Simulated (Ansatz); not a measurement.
```yaml
crystal:
  periodic: [false, false, false]
  atoms:
    - {symbol: C, position_ang: [2.720472, -2.323156, 1.012806]}
    - {symbol: C, position_ang: [2.155005, -1.302058, 0.049144]}
    - {symbol: C, position_ang: [0.882514, -0.649707, 0.522365]}
    - {symbol: O, position_ang: [0.393870, -0.960409, 1.620370]}
    - {symbol: C, position_ang: [0.263409, 0.328395, -0.323700]}
    - {symbol: C, position_ang: [-0.889896, 0.943031, 0.073868]}
    - {symbol: O, position_ang: [-1.457220, 0.658734, 1.223590]}
    - {symbol: C, position_ang: [-1.609841, 1.964820, -0.736875]}
    - {symbol: C, position_ang: [-3.022453, 1.521683, -1.103023]}
    - {symbol: H, position_ang: [3.640260, -2.756994, 0.616180]}
    - {symbol: H, position_ang: [2.942094, -1.868530, 1.979339]}
    - {symbol: H, position_ang: [2.007902, -3.129547, 1.191826]}
    - {symbol: H, position_ang: [2.877679, -0.501725, -0.150434]}
    - {symbol: H, position_ang: [1.949173, -1.750643, -0.930048]}
    - {symbol: H, position_ang: [0.706729, 0.582999, -1.276185]}
    - {symbol: H, position_ang: [-0.859946, -0.044668, 1.644042]}
    - {symbol: H, position_ang: [-1.658043, 2.884000, -0.142588]}
    - {symbol: H, position_ang: [-1.026494, 2.183533, -1.633059]}
    - {symbol: H, position_ang: [-3.001188, 0.620171, -1.719381]}
    - {symbol: H, position_ang: [-3.604115, 1.305859, -0.206270]}
    - {symbol: H, position_ang: [-3.534309, 2.304810, -1.664966]}
basis:
  gaussian: {orbitals: def2-SVP}
hamiltonian: {xc: {name: B2GP-PLYP}}
outputs: {forces: true}
```

```sh
$ ansatz run in.yaml --threads 4 --pin off --events-out ev --progress --plain --max-ram 66560MiB --backend cpu
```

Task: How does Ansatz answer? (Estimate.)

Result: Computed: The program refused the input.
```
Error: YAML parse error: error: line 28 column 1: unknown field `outputs`, expected one of crystal, accuracy, basis, kpoints, hamiltonian, magnetization, projection, total_charge, correlation, batch, efield, external_charges, scf, relax, neb, saddle, md, ramp, phonons, dielectric, real_time, elastic, magnetic_configurations, gw, evaluate, workflow, output, checkpoint, execution
26 |   gaussian: {orbitals: def2-SVP}
27 | hamiltonian: {xc: {name: B2GP-PLYP}}
28 | outputs: {forces: true}
```
